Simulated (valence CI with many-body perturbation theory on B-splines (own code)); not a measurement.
# Level structure of Xe XLVIII

Calculated by relativistic CI+MBPT: five valence electrons over a frozen Dirac-Fock core [He], radial functions for each j: 11 s, 11 p, 10 d, 8 f, 5 g, 2 h, with the one-electron correlation potential Σ1, the two-electron term Σ2, the three-electron term Σ3, Breit, model QED; selected CI, second order for the rest, scaled by the run's own slope (own B-spline code, finite nucleus).

The last digits are not significant, and no measured levels were compared; by estimate large intervals hold to a few tenths of a per cent, small ones and those within an open d or f shell to about a per cent. Among the levels kept, up to 7200 cm⁻¹ of a level comes from second order outside the variational space, and about a tenth of that is noise between levels of different J, which matters for small intervals.

Levels 181 to 200 of 200, with energies above the lowest level, (2s^2 2p1/2^2 2p3/2) J=3/2. "Leading %" is the weight of the configuration and term that name the level; weights of strongly mixed levels are sums over their largest components and can fall short. In the jj column 3d3/2^4 stands for four electrons in 3d with j = 3/2. Lifetimes count E1, E2, E3, M1 and M2 decay at the calculated energies, and are blank where another channel may lead or the interval is too uncertain; long ones can be off by a factor of two.

```
No.  Configuration  Term    J  E (eV)  Leading %  Lifetime                     Leading jj  Second component
181        2s2p³3d   ²F°  7/2  5775.7         54   29.6 fs  2s 2p1/2 2p3/2^2 3d5/2 (98 %)  17 % 2s2p³3d ⁴D°
182        2s2p³3d   ²F°  7/2  5779.0         47   2.55 fs  2s 2p1/2 2p3/2^2 3d5/2 (96 %)  26 % 2s2p³3d ⁴F°
183        2s2p³3d   ²D°  3/2  5779.8         39   2.29 fs  2s 2p1/2 2p3/2^2 3d5/2 (80 %)  19 % 2s2p³3d ²P°
184        2s2p³3d   ²D°  5/2  5783.1         39   6.12 fs  2s 2p1/2 2p3/2^2 3d5/2 (95 %)  26 % 2s2p³3d ²F°
185          2p⁴3p   ⁴P°  3/2  5784.3         28   12.5 fs   2p1/2^2 2p3/2^2 3p1/2 (83 %)    16 % 2p⁴3p ⁴S°
186        2s2p³3d   ²D°  3/2  5785.5         41   12.7 fs  2s 2p1/2 2p3/2^2 3d5/2 (96 %)  22 % 2s2p³3d ²P°
187        2s2p³3d   ²S°  1/2  5786.0         50   1.97 fs  2s 2p1/2 2p3/2^2 3d5/2 (91 %)  26 % 2s2p³3d ²P°
188          2p⁴3p   ²D°  5/2  5788.0         31   31.9 fs   2p1/2^2 2p3/2^2 3p1/2 (86 %)    24 % 2p⁴3p ⁴D°
189        2s2p³3d   ²D°  3/2  5793.1         39   1.38 fs  2s 2p1/2 2p3/2^2 3d5/2 (86 %)  34 % 2s2p³3d ²P°
190        2s2p³3d   ²F°  5/2  5796.8         41   1.54 fs  2s 2p1/2 2p3/2^2 3d5/2 (91 %)  20 % 2s2p³3d ²D°
191        2s2p³3s   ⁴P°  5/2  5814.0         50    693 fs           2s 2p3/2^3 3s (94 %)  18 % 2s2p³3s ²D°
192        2s2p³3s   ²P°  3/2  5828.6         41   23.5 fs           2s 2p3/2^3 3s (97 %)  17 % 2s2p³3s ²D°
193          2p⁴3p   ²P°  1/2  5828.6         67   18.2 fs   2p1/2^2 2p3/2^2 3p1/2 (92 %)    18 % 2p⁴3p ⁴D°
194        2s2p³3s   ²P°  1/2  5874.5         36   13.6 fs           2s 2p3/2^3 3s (84 %)  21 % 2s2p³3s ²S°
195        2s2p³3s   ²P°  3/2  5878.0         45    173 fs           2s 2p3/2^3 3s (97 %)  24 % 2s2p³3s ⁴S°
196          2p⁴3p   ²D°  5/2  5879.5         48   9.83 fs   2p1/2^2 2p3/2^2 3p3/2 (97 %)    41 % 2p⁴3p ⁴P°
197          2p⁴3p   ⁴D°  7/2  5879.6         69   10.6 fs   2p1/2^2 2p3/2^2 3p3/2 (98 %)    29 % 2p⁴3p ²F°
198          2p⁴3p   ²P°  1/2  5882.4         41   9.83 fs   2p1/2^2 2p3/2^2 3p3/2 (82 %)    31 % 2p⁴3p ²S°
199        2s2p³3p    ⁴P  3/2  5893.0         33   30.9 fs        2s 2p3/2^3 3p1/2 (97 %)   15 % 2s2p³3p ⁴S
200        2s2p³3p    ²D  5/2  5896.2         35   10.5 fs        2s 2p3/2^3 3p1/2 (97 %)   18 % 2s2p³3p ⁴D
```

Where two levels of one J and parity lie close, their mixing, g and order are uncertain.
